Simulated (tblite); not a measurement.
Isomers of C4H12NSi (doublet state). Method: GFN2-xTB as coded in tblite; computed harmonic values from a numerical Hessian at the method's own geometry, unscaled. This tight-binding method is rough: wavenumbers can miss measured ones by several per cent, in bad cases by 10 to 20. Modes of hydrogen on silicon can be 10 to 20 % off. One conformer each. Open shells enter through the occupations alone, without spin polarisation, and single modes of such species can be off by tens of per cent.

Electronic energies: GFN2-xTB at the same geometries; isomer energies are rough at this level and their order can be wrong.

| SMILES | electronic energy, lowest = 0 (kcal/mol) |
| --- | --- |
| CN(C)[Si](C)C | 0.0 |
| CC(C)(N)[CH][SiH3] | 17.4 |
| [CH2][C@@](C)(N)C[SiH3] | 27.3 |

Task: How do GFN2-xTB zero-point energies change the relative energies?

Result: 
| SMILES | ZPE (kcal/mol) | of it from modes above 1550 cm⁻¹ | electronic (kcal/mol) | with ZPE, lowest = 0 (kcal/mol) | lowest mode (cm⁻¹) | rings |
| --- | --- | --- | --- | --- | --- | --- |
| CN(C)[Si](C)C | 97.0 | 51.4 | 0.0 | 0.0 | 52 | 0 |
| CC(C)(N)[CH][SiH3] | 91.8 | 51.8 | 17.4 | 12.2 | 56 | 0 |
| [CH2][C@@](C)(N)C[SiH3] | 91.0 | 49.8 | 27.3 | 21.3 | 21 | 0 |

The zero-point energies span 6.0 kcal/mol, from `[CH2][C@@](C)(N)C[SiH3]` to `CN(C)[Si](C)C`. The order is unchanged.
